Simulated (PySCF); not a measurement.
# Spin-rotation constants: `C=C1C[C@@H](NC=O)C1=C`, C7H9NO

Molfile (atoms numbered from 1):
```
C7H9NO
     RDKit          3D

 18 18  0  0  0  0  0  0  0  0999 V2000
   -2.8141    0.0820   -0.8090 C   0  0  0  0  0  0  0  0  0  0  0  0
   -1.5373   -0.1046   -0.5189 C   0  0  0  0  0  0  0  0  0  0  0  0
   -0.5994   -1.2828   -0.6416 C   0  0  0  0  0  0  0  0  0  0  0  0
    0.4905   -0.4322    0.0602 C   0  0  1  0  0  0  0  0  0  0  0  0
    1.7173   -0.2278   -0.6640 N   0  0  0  0  0  0  0  0  0  0  0  0
    2.9240   -0.5368   -0.1547 C   0  0  0  0  0  0  0  0  0  0  0  0
    3.1220   -1.0200    0.9308 O   0  0  0  0  0  0  0  0  0  0  0  0
   -0.4844    0.7308    0.0621 C   0  0  0  0  0  0  0  0  0  0  0  0
   -0.3697    2.0051    0.3980 C   0  0  0  0  0  0  0  0  0  0  0  0
   -3.3012    1.0246   -0.6272 H   0  0  0  0  0  0  0  0  0  0  0  0
   -3.4160   -0.7023   -1.2362 H   0  0  0  0  0  0  0  0  0  0  0  0
   -0.3546   -1.5490   -1.6694 H   0  0  0  0  0  0  0  0  0  0  0  0
   -0.9036   -2.1804   -0.1077 H   0  0  0  0  0  0  0  0  0  0  0  0
    0.7698   -0.7918    1.0531 H   0  0  0  0  0  0  0  0  0  0  0  0
    1.6466    0.1941   -1.5766 H   0  0  0  0  0  0  0  0  0  0  0  0
    3.7419   -0.2953   -0.8606 H   0  0  0  0  0  0  0  0  0  0  0  0
    0.5518    2.4009    0.7911 H   0  0  0  0  0  0  0  0  0  0  0  0
   -1.1924    2.6919    0.2941 H   0  0  0  0  0  0  0  0  0  0  0  0
  1  2  2  0
  2  3  1  0
  3  4  1  0
  4  5  1  0
  5  6  1  0
  6  7  2  0
  4  8  1  0
  8  9  2  0
  8  2  1  0
  1 10  1  0
  1 11  1  0
  3 12  1  0
  3 13  1  0
  4 14  1  1
  5 15  1  0
  6 16  1  0
  9 17  1  0
  9 18  1  0
M  END
```

Level of theory: GIAO B3LYP/pcSseg-1 magnetisability, rotational g tensor and spin-rotation constants, non-relativistic, gas phase in PySCF. Geometry: GFN2-xTB.

**Question.** Give the nuclear spin-rotation constants along the inertial axes (H = +C I·J) beside the isotropic shieldings.

**Answer.** Rotational constants 3.7097, 0.9769, 0.8406 GHz. A star marks the isotopologue with that one atom substituted, in its own axes.
```
atom  isotope  Caa (kHz)  Cbb (kHz)  Ccc (kHz)  mean (kHz)  σ (ppm)
  N5      14N      0.259      0.079      0.121       0.153    102.5
 H10       1H     -0.109      0.024     -0.100      -0.061     26.1
 H11       1H     -0.237      0.050     -0.101      -0.096     26.6
 H12       1H     -0.428     -0.061     -0.005      -0.165     29.5
 H13       1H     -0.423     -0.027     -0.022      -0.157     28.6
 H14       1H     -0.210     -0.104      0.031      -0.095     26.3
 H15       1H     -0.380     -0.138      0.056      -0.154     27.3
 H16       1H     -0.066     -0.081      0.017      -0.043     23.6
 H17       1H      0.083     -0.032     -0.102      -0.017     26.5
 H18       1H      0.181     -0.055     -0.099       0.009     26.1
  C1     13C*      1.116      0.433      0.108       0.552     69.7
  C2     13C*      1.417      0.508      0.137       0.687     28.9
  C3     13C*      0.584      0.203      0.162       0.316    139.8
  C4     13C*      0.838      0.150      0.167       0.385    135.3
  C6     13C*      1.768      0.235      0.308       0.770     22.6
  O7     17O*     -2.083     -0.048     -0.470      -0.867    -79.5
  C8     13C*      1.953      0.383      0.159       0.831     20.0
  C9     13C*      1.619      0.300      0.106       0.675     69.4
```
For the geometry as given, no vibrational averaging.
